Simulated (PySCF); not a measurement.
Vertical excitations of a molecule C3H4BrF from TDDFT-PBE/def2-SVPD (PySCF), as energy in eV (oscillator strength): 4.91 (0.000), 5.90 (0.150), 5.96 (0.008), 6.11 (0.000), 6.26 (0.002), 6.76 (0.000), 6.88 (0.021), 7.02 (0.000), 7.22 (0.028), 7.34 (0.056). Lowest triplet (TDA): 4.06 eV. Geometry optimised at PBE0-D3(BJ)/def2-SVP. The values are those of a single conformer.

Which structure fits?
(A) C/C(F)=C\Br
(B) F[C@@H]1C[C@H]1Br
(C) C/C(Br)=C\F
(D) FC1(Br)CC1

C, C/C(Br)=C\F
